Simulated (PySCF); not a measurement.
# Ionisation energy of Te⁴¹⁺ by level of theory

Te⁴¹⁺ [Ne] 3s1 (2S) → Te⁴²⁺ [Ne] (1S), as a difference of total energies. Computed with PySCF 2.14 in an uncontracted even-tempered set (18 s from 7.7 bohr⁻², ratio 2.5; 12 p from 10 bohr⁻², ratio 2.5; 4 d from 37 bohr⁻², ratio 2.7; 4 f from 55 bohr⁻², ratio 2.7), with the spin-free X2C one-electron Hamiltonian (Gaussian nucleus). Correlated levels: outer shells: 1s2 frozen; virtual orbitals above 40 to 60 times the deepest correlated orbital energy dropped. The calculations carry no spin-orbit coupling.

```csv
method,ionisation energy (eV)
UHF,3040.1
LDA,3042.9
PBE,3045.8
PBE0,3044.5
r2SCAN,3039.3
B3LYP,3045.1
r2SCAN0,3039.7
MP2 (outer shells),3040.8
SCS-MP2 (outer shells),3040.6
```

Breit and QED terms and the two-electron picture change are absent.

For comparison: 3041 ± 0.5 eV (semi-empirical (NIST evaluation); NIST Atomic Spectra Database, ionization energies).
